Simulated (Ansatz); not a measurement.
Born–Oppenheimer molecular dynamics of CH4BFOSi (9 atoms, charge 0, multiplicity 1). It starts at the highest image of a converged band. Of that band: Neighbouring images differ by up to 2.5 eV, so the band resolves the path poorly. A vibrational analysis at the climbing image gives one clearly imaginary mode, 2668i cm⁻¹: a first-order saddle point.

These are results of RHF/def2-SVP (Ansatz 0.2.0), not measurements.

```
ensemble                      : NVE (velocity Verlet)
time step                     : 0.5 fs
steps asked                   : 200
starting velocities drawn for : 100 K
seed                          : 9750
```

Frames 5 fs apart, positions in Å.

Velocities at 15.0 fs (Å/ps):

```
O -0.74 -9.92 5.90
C -10.70 20.77 3.59
B 0.07 4.45 0.41
Si -0.95 0.80 0.20
F -0.15 -1.68 -1.47
H 155.78 -133.89 -106.07
H 5.15 2.62 -0.42
H 4.66 -4.25 -12.54
H 2.12 6.96 0.20
```

```xyz
9
Properties=species:S:1:pos:R:3 time_fs=15.0 energy_less_start_eV=-3.191 T=3629
O -0.981 1.714 1.755
C -0.189 1.167 1.169
B 0.689 0.014 0.556
Si -0.062 -1.044 -0.974
F -1.543 -0.517 -1.359
H 0.899 1.395 -0.095
H 1.817 -0.100 0.976
H 0.804 -0.853 -2.166
H -0.147 -2.469 -0.629
9
Properties=species:S:1:pos:R:3 time_fs=20.0 energy_less_start_eV=-2.981 T=3393
O -0.994 1.682 1.787
C -0.229 1.226 1.189
B 0.706 0.082 0.531
Si -0.065 -1.039 -0.973
F -1.545 -0.525 -1.367
H 1.580 0.577 -0.547
H 1.763 -0.129 1.072
H 0.789 -0.894 -2.191
H -0.155 -2.475 -0.641
9
Properties=species:S:1:pos:R:3 time_fs=25.0 energy_less_start_eV=-2.079 T=2397
O -1.036 1.682 1.840
C -0.219 1.219 1.180
B 0.783 0.187 0.438
Si -0.065 -1.038 -0.968
F -1.550 -0.530 -1.375
H 1.810 -0.166 -0.575
H 1.491 -0.258 1.411
H 0.702 -0.969 -2.193
H -0.185 -2.506 -0.670
9
Properties=species:S:1:pos:R:3 time_fs=30.0 energy_less_start_eV=-1.817 T=2107
O -1.033 1.659 1.857
C -0.239 1.233 1.189
B 0.901 0.242 0.344
Si -0.072 -1.042 -0.959
F -1.559 -0.534 -1.382
H 1.747 -0.276 -0.183
H 0.907 -0.340 1.612
H 0.633 -1.026 -2.290
H -0.186 -2.466 -0.641
9
Properties=species:S:1:pos:R:3 time_fs=35.0 energy_less_start_eV=-2.695 T=3073
O -1.012 1.620 1.858
C -0.232 1.262 1.172
B 0.924 0.241 0.341
Si -0.085 -1.042 -0.956
F -1.571 -0.538 -1.388
H 2.271 0.094 0.166
H 0.321 -0.335 1.387
H 0.592 -1.055 -2.295
H -0.162 -2.453 -0.499
9
Properties=species:S:1:pos:R:3 time_fs=40.0 energy_less_start_eV=-1.770 T=2057
O -0.998 1.586 1.862
C -0.172 1.284 1.112
B 0.891 0.209 0.385
Si -0.094 -1.033 -0.966
F -1.586 -0.544 -1.386
H 2.426 0.677 0.619
H 0.116 -0.436 1.069
H 0.590 -1.125 -2.238
H -0.153 -2.381 -0.300
9
Properties=species:S:1:pos:R:3 time_fs=45.0 energy_less_start_eV=-2.629 T=2994
O -0.937 1.546 1.821
C -0.159 1.306 1.093
B 0.868 0.214 0.444
Si -0.095 -1.020 -0.982
F -1.601 -0.549 -1.376
H 1.690 0.921 0.974
H 0.272 -0.672 1.109
H 0.638 -1.270 -2.273
H -0.191 -2.216 -0.154
9
Properties=species:S:1:pos:R:3 time_fs=50.0 energy_less_start_eV=-1.858 T=2147
O -0.895 1.539 1.803
C -0.164 1.273 1.044
B 0.798 0.218 0.498
Si -0.083 -0.999 -1.004
F -1.611 -0.554 -1.362
H 1.408 0.993 1.271
H 0.672 -0.679 1.377
H 0.607 -1.430 -2.253
H -0.295 -2.149 -0.097
9
Properties=species:S:1:pos:R:3 time_fs=55.0 energy_less_start_eV=-1.161 T=1385
O -0.884 1.576 1.815
C -0.193 1.173 0.987
B 0.719 0.195 0.542
Si -0.063 -0.979 -1.022
F -1.614 -0.553 -1.348
H 1.836 1.110 1.347
H 0.959 -0.431 1.560
H 0.533 -1.528 -2.216
H -0.396 -2.146 -0.144
9
Properties=species:S:1:pos:R:3 time_fs=60.0 energy_less_start_eV=-2.580 T=2951
O -0.860 1.627 1.783
C -0.303 1.094 1.055
B 0.743 0.157 0.559
Si -0.048 -0.968 -1.024
F -1.608 -0.541 -1.337
H 1.946 0.985 0.802
H 0.983 -0.249 1.661
H 0.548 -1.518 -2.288
H -0.406 -2.176 -0.256
9
Properties=species:S:1:pos:R:3 time_fs=65.0 energy_less_start_eV=-3.476 T=3939
O -0.889 1.728 1.790
C -0.369 0.988 1.111
B 0.839 0.126 0.540
Si -0.039 -0.972 -1.015
F -1.592 -0.519 -1.329
H 1.608 0.675 -0.087
H 0.865 -0.345 1.719
H 0.604 -1.306 -2.314
H -0.324 -2.307 -0.381
9
Properties=species:S:1:pos:R:3 time_fs=70.0 energy_less_start_eV=-2.053 T=2370
O -0.923 1.800 1.780
C -0.418 0.951 1.190
B 0.890 0.074 0.503
Si -0.040 -0.996 -0.995
F -1.568 -0.488 -1.322
H 1.395 0.600 -0.783
H 0.956 -0.561 1.531
H 0.693 -0.929 -2.290
H -0.180 -2.446 -0.587
```

Of the whole run (100 fs, mean temperature of the second half 2604 K): The conserved energy stayed within 1.3 meV per atom of its start (net change -0.03 meV per atom), so the integration is sound. The system heated up, since it started high on the potential surface and ran downhill. A run of 0.1 ps of so small a system gives no equilibrium averages. The orbitals stay closed-shell, which can raise the energy where a bond breaks towards radicals; this wasn't checked here.

Time of the run: 5.5 min on 1 thread of Arm Neoverse V1 (shared host), peak memory 0.17 GiB.
